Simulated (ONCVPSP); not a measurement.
Varying the ONCV potential for hafnium (Hf)

Base potential:

Hf, optimised norm-conserving Vanderbilt (ONCV), made with ONCVPSP 4.0.1 (PBEsol, fully relativistic). Core [Kr] 4d10 4f14, reference 5s2 5p6 5d2 6s2. Waves: 5s+6s: rc 1.80 bohr, ncon 3, nbas 6, qcut 7.5 1/bohr, 2 projectors; 5p: rc 1.60 bohr, ncon 3, nbas 6, qcut 10.4 1/bohr, 2 projectors, debl 1.3 Ha; 5d: rc 2.45 bohr, ncon 4, nbas 8, qcut 7.1 1/bohr, 2 projectors, debl 3.7 Ha. Local part: polynomial inside 1.10 bohr (lpopt 4, dvloc0 0 Ha). Core correction: Teter function, fcfact 6, rcfact 1.55.

Open shells are filled in proportion to 2j + 1.

All-electron outer shells of the reference configuration (PBEsol, scalar-relativistic, ld1.x):

```tsv
shell	level (eV)	outermost node (bohr)	outermost maximum (bohr)
5s	-67.04	0.55	1.01
5p	-35.59	0.60	1.16
4f	-16.86	–	0.45
6s	-5.13	1.37	2.89
5d	-2.71	0.67	1.69
```

Cutoffs, loose and tight: the cutoffs (Ha) at which the residual kinetic energy of the hardest occupied pseudo-wave falls to 1 and 0.1 mHa per electron. They do not see the model core or the augmentation charge, which bear on the density cutoff. Test errors are all-electron minus pseudo excitation energies from the reference, over the configurations 5s2 5p6 5d2 6s1; 5s2 5p6 5d2 6s0; 5s2 5p6 5d1 6s0; 5s2 5p6 5d2 6s1.5. A dash means not determined; rows that change the core or the reference have their own tests. The largest error is taken over the tests solved by every variant that gives reliable tests at all: 5s2 5p6 5d2 6s0; 5s2 5p6 5d2 6s1; 5s2 5p6 5d2 6s1.5.

A true bound ghost makes a file unfit for plane-wave use even where its test errors are small: the radial tests pick states by their node count and pass the ghost by.

```tsv
change	outcome	cutoff, loose	cutoff, tight	bound ghosts	GHOST(+) flags above zero	largest test error (meV)
base	generated	29 Ha	35 Ha	none	s	-1.0
local potential polynomial inside 1.30 bohr (lpopt 5, dvloc0 4 Ha)	generated	29 Ha	35 Ha	none	s	-1.0
p: ncon 4, nbas 7	generated	31 Ha	38 Ha	none	s	-1.0
d: rc 2.88	generated	29 Ha	35 Ha	d3/2	s, d5/2	-193
p: rc 2.06	generated	19 Ha	23 Ha	none	s	-1.0
```
